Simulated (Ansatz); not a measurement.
A nudged elastic band was laid between two geometries of BClFHO + H2S (8 atoms, charge 0, multiplicity 1).

The calculation used RKS PBE/def2-SVP (Ansatz).

```
movable images  : 5
climbing image  : yes
spring          : 5.0 eV/Å²
optimiser       : quadratic models (default)
start path      : through a guess of the saddle point
force threshold : 0.05 eV/Å
iteration limit : 60
end points      : relaxed
```

First end point:

```xyz
8
Properties=species:S:1:pos:R:3
B 0.012 -0.417 0.123
Cl -0.396 -1.101 1.718
F 1.268 -0.024 -0.094
O -0.876 -0.344 -0.892
H -1.768 -0.630 -0.628
S -0.197 2.790 1.357
H 0.987 2.383 0.824
H -0.028 1.972 2.434
```

Last end point:

```xyz
8
Properties=species:S:1:pos:R:3
B -0.084 0.611 -0.211
Cl -0.308 -0.456 3.140
F 1.090 0.003 -0.448
O -1.263 0.084 -0.612
H -1.156 -0.797 -1.018
S -0.132 2.223 0.674
H 1.217 2.286 0.847
H -0.362 0.677 2.469
```

Problem. What changes between the two ends?

Solution. Bonds broken: B1–Cl2, S6–H8. Bonds formed: B1–S6, Cl2–H8. BClFHO + H2S becomes BFH2OS + ClH.

Problem. Give the energies along the band, and the barrier.

Solution. The forces met the threshold. The highest image is number 3 of 0 to 6, 0.92 eV above the first end and 0.73 eV above the last; the last end lies 0.18 eV above the first. The profile has 2 maxima (images 3, 5) with wells between them (image 4): this band takes more than one step, which may be the mechanism or a detour left from its start path. A vibrational analysis at the climbing image gives one clearly imaginary mode, 607i cm⁻¹: a first-order saddle point. The orbitals stay closed-shell, which can raise the energy where a bond breaks towards radicals; this wasn't checked here.

```
image  path coordinate (Å)  energy (eV)  B1–Cl2 (Å)  S6–H8 (Å)  B1–S6 (Å)
    0                 0.00         0.00        1.78       1.36       3.44
    1                 0.67         0.03        1.79       1.36       3.21
    2                 1.34         0.32        1.86       1.38       2.58
    3                 2.01         0.92        2.22       1.62       2.05
    4                 3.29         0.24        3.52       2.35       1.85
    5                 4.56         0.45        3.24       2.54       1.84
    6                 5.83         0.18        3.52       2.38       1.84
```

Problem. What is the geometry of the highest image?

Solution. 
```xyz
8
Properties=species:S:1:pos:R:3
B 0.095 0.224 0.124
Cl -0.302 -0.598 2.148
F 1.404 0.043 -0.097
O -0.801 -0.299 -0.759
H -1.736 -0.191 -0.521
S -0.275 2.112 0.827
H 1.031 2.354 1.131
H -0.415 0.985 1.989
```

Run time: 5.1 min on 2 threads of Arm Neoverse V1 (shared host), peak memory 0.13 GiB.
